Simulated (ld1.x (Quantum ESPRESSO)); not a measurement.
**Before and after: TM potential for hafnium (Hf)**

```json
{"Element": "hafnium", "Generator": "ld1.x (Quantum ESPRESSO) 7.5", "Type": "norm-conserving Troullier–Martins (Kleinman–Bylander form)", "Functional": "PBE", "Relativity": "fully relativistic", "Frozen core": "[Xe] 4f14", "Valence charge": "4", "Reference configuration": "5d2 6s2 6p0", "Partial waves": "6s (bound): rc 3.15 bohr; 5d (bound): rc 2.75 bohr; 6p (bound, empty): rc 3.65 bohr", "Local potential": "the p channel", "Core correction": "none"}
```

Open shells are filled in proportion to 2j + 1 (rel_dist='average').

All-electron outer shells of the reference configuration (PBE, scalar-relativistic, ld1.x):

| shell | level (eV) | outermost node (bohr) | outermost maximum (bohr) |
| --- | --- | --- | --- |
| 5p | -35.57 | 0.60 | 1.16 |
| 4f | -16.83 | – | 0.45 |
| 6s | -5.11 | 1.37 | 2.89 |
| 5d | -2.69 | 0.67 | 1.69 |
| 6p | -1.40 | 1.66 | 4.05 |

Change: scalar-relativistic.

Cutoffs: the cutoffs (Ry, on a coarse ladder) from which the occupation-weighted sum of valence levels, in a spherical-Bessel basis at the reference potential, stays within 10 and 1 mRy of its value at 400 Ry; they do not see the model core or the augmentation charge, which bear on the density cutoff. Errors are all-electron minus pseudo energies relative to the spin-unpolarised reference configuration.

Q: Predict the effect on cutoff, ghosts and configuration errors.

A: The potential gets neither clearly harder nor softer (18 Ry and 25 Ry → 18 Ry and 25 Ry); of the 7 tests that both files solve, the error grows in 2 and shrinks in 2 by more than 15 % and 0.3 meV (median size 5.7 → 13.0 meV); neither file shows a bound ghost.

```tsv
quantity	base	changed
cutoff, loose	18 Ry	18 Ry
cutoff, tight	25 Ry	25 Ry
bound ghosts	none	none
error for 5d2 6s1 6p0, meV [ΔE 7.98 eV]	+4.1	+1.1
error for 5d2 6s0 6p0, meV [ΔE 22.16 eV]	+97	+91
error for 5d1 6s0 6p0, meV [ΔE 43.94 → 43.95 eV]	+219	+213
error for 5d2.5 6s1.5 6p0, meV [ΔE 1.25 eV]	+5.7	+3.9
error for 5d2 6s0 6p1, meV [ΔE 12.62 → 12.65 eV]	-3.4	+13
error for 5d2 6s1.5 6p0, meV [ΔE 3.26 eV]	+0.3	-1.0
error for 5d3 6s0 6p0, meV [ΔE 9.99 eV]	+98	+91
s: phases at 3.97 bohr within 0.05 rad from the reference energy up to (Ry; the scan ends near 5)	0.8	0.8
```
